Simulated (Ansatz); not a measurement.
Ansatz (a quantum-chemistry and plane-wave program) input file for ZrO₂, SMILES [Zr](=[O])=[O], multiplicity 1, PBE/def2-TZVPD. Geometry: B3LYP-D3(BJ)/def2-TZVP. The multiplicity is an assumed one; other spin states were not compared. The isomer is the one that the SMILES or the coordinates give; other isomers of the formula were not compared. The def2 effective core potentials stand for the cores of Zr; spin–orbit coupling is left out.

Ansatz 0.2 input:
```yaml
crystal:
  periodic: [false, false, false]
  atoms:
    - {symbol: Zr, position_ang: [0.00000000, 0.00000000, -0.29763406]}
    - {symbol: O, position_ang: [0.00000000, 1.43847428, 0.74408515]}
    - {symbol: O, position_ang: [0.00000000, -1.43847428, 0.74408515]}
basis:
  gaussian:
    orbitals: def2-TZVPD
hamiltonian:
  xc: {name: PBE}
```

It prints:

```
Functional definition: PBE
integrals: 0.03 GiB planned
689 factors; their error is unknown
mean field: 0.31 GiB planned
mean field evaluation 1: about -5349.1676 eV, gradient 1.2e2 eV
mean field evaluation 2: about -4902.4018 eV, gradient 3.6e2 eV
mean field evaluation 4: about -5370.8023 eV, gradient 3.9e1 eV
mean field evaluation 8: about -5374.1166 eV, gradient 8.5e-1 eV
mean field evaluation 16: about -5374.1153 eV, gradient 3.6e-5 eV
mean field -5374.11529576 eV, -197.4950944131 hartree, gradient 3.6e-5 eV, S^2 0.000000; 0 other end points of the search recorded, 0 dependent functions left out
reference -5374.11533821 eV, -197.4950959730 hartree; 14, 14 occupied and 106, 106 virtual orbitals, 689 factors
Total energy: -5374.11533821 eV, -197.4950959730 hartree
```

The run converged.
